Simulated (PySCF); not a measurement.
A structure optimised at PBE-D3(BJ)/def2-SVP, used in a PySCF frequency run:

```xyz
7

Bi     0.3173     0.6462     0.0000
Br    -0.1283    -0.9595     2.0577
Br    -0.1283    -0.9595    -2.0577
C     -1.8194     1.4642     0.0000
H     -1.9662     2.0737     0.9124
H     -2.5044     0.5969     0.0000
H     -1.9662     2.0737    -0.9124
```
Charge 0, spin multiplicity 1.

Q: Write its SMILES, formula and point group.

A: [CH3][Bi]([Br])[Br], CH3BiBr2, Cs

Q: What are its rotational constants (standard atomic weights)?

A: 1.4611, 0.67128, 0.53219 GHz
